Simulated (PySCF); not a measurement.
Structure from 2D NMR

Compound of formula C₇H₁₂NP. Correlations simulated from computed shifts and the bond graph:

HSQC (one-bond C–H):
```csv
δH,δC
7.72,159.5
7.11,127.2
3.76,57.7
2.47,17.7
1.38,25.2
```

COSY cross peaks (H two or three bonds apart, from the bond graph; peaks can be absent where the dihedral angle is near 90°):
```csv
δH,δH
3.76,1.38
```

HMBC (two and three bonds, from the bond graph):
```csv
δH,δC
7.72,"153.0, 127.2, 57.7"
7.11,"159.5, 153.0, 57.7, 17.7"
3.76,"159.5, 127.2, 25.2"
2.47,"153.0, 127.2"
1.38,"57.7, 25.2"
```

Carbons without hydrogens: δ 153.0.

Computational details: shielding tensors at PBE0/pcSseg-1 (GIAO), structure optimised with PBE0-D3(BJ)/def2-SVP, in PySCF 2.14 (one averaged value for each set of equivalent atoms, isolated molecule, no relativistic terms, one computed conformer).

δ = σ(ref) − σ, references computed at the same level: TMS for $^{1}$H (σref 31.27) and $^{13}$C (σref 184.41).

Exchangeable hydrogens are left out of these lists.

Work out the connectivity.

## Answers

SMILES CC1=CN(C(C)C)C=P1.

Mapped SMILES: `[CH3:1][c:2]1[cH:3][n:4]([CH:5]([CH3:6])[CH3:7])[cH:8][p:9]1`; H(Xn) means a hydrogen on atom n.

δC 159.5 is C8, an aromatic CH next to a ring nitrogen (δH 7.72). δC 153.0 is C2, a substituted aromatic carbon. δC 127.2 is C3, an aromatic CH next to a ring nitrogen (δH 7.11). δC 57.7 is C5, an sp3 CH bonded to N (δH 3.76). δC 25.2 is C6/C7, a methyl carbon (δH 1.38). δC 17.7 is C1, a methyl carbon on an aromatic ring (δH 2.47). HMBC from δH 7.72 reaches the proton-free carbon C2. HMBC from δH 7.11 reaches the proton-free carbon C2. HMBC from δH 2.47 reaches the proton-free carbon C2. COSY links 3.76–1.38.

This is the structure that produced the data.

Shifts are as computed. Against solution values, carbons near 30 ppm lie about +2 ppm off and those near 130 ppm about +5 ppm. Of 1211 compounds with measured shifts, 218 miss one by over three times the rms of a fit or turn the order of signals round; such compounds aren't used in these exercises.
